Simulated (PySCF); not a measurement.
Coordinates in bohr (charge 0 multiplicity 3):
```
Rh   -0.0723    0.0000    0.0219
H     2.6534    0.0000    2.2932
H     0.8130    0.0000   -2.7347
H     3.2213    0.0000    0.8791
H     0.2851    2.7079   -1.3094
H     0.2850   -2.7079   -1.3094
```

All numbers come from UPBE0/[Rh def2-TZVP with ECP28, H def2-TZVP], scalar-relativistic core potentials, density fitting, no spin–orbit coupling, PySCF.

This geometry of RhH₅ is a stationary point at this level.

Task: What is the point group?

Result: Cs.

Task: Is it a minimum?

Result: No: it has 2 imaginary modes, at 453i cm⁻¹ (a''), 241i cm⁻¹ (a'').

Task: List the harmonic modes with their infrared intensities.

Result: 
| symmetry | ω (cm⁻¹) | IR (km/mol) |
| --- | --- | --- |
| a'' | 453i | – |
| a'' | 241i | – |
| a' | 397 | 12.0 |
| a' | 553 | 2.5 |
| a'' | 578 | 0.7 |
| a' | 669 | 52.7 |
| a' | 724 | 4.2 |
| a' | 1209 | 24.6 |
| a'' | 1795 | 106 |
| a' | 1953 | 23.4 |
| a' | 2207 | 6.5 |
| a' | 3515 | 89.4 |

Task: What are the dipole moment and the gap between the highest occupied and lowest empty levels of either spin?

Result: 1.93 D and 3.17 eV.

Task: Give the atomic charges and bond orders.

Result: 
```csv
atom,Mulliken,Löwdin,polar tensor,spin (Mulliken),Mayer order to Rh1
Rh1,-0.30,-0.39,0.01,1.45,–
H2,0.02,0.11,-0.01,0.09,0.29
H3,0.15,0.10,0.11,0.01,0.86
H4,0.13,0.14,0.18,0.00,0.29
"H5,6",0.00,0.02,-0.15,0.22,0.88
```
Other Mayer orders above 0.3: H–H 0.71.

This need not be the most stable arrangement of these atoms. Open d and f shells are described by one determinant, and the ground state may have another occupation or spin. At this level a singlet minimum of C1 symmetry lies 155 kJ/mol below this structure.
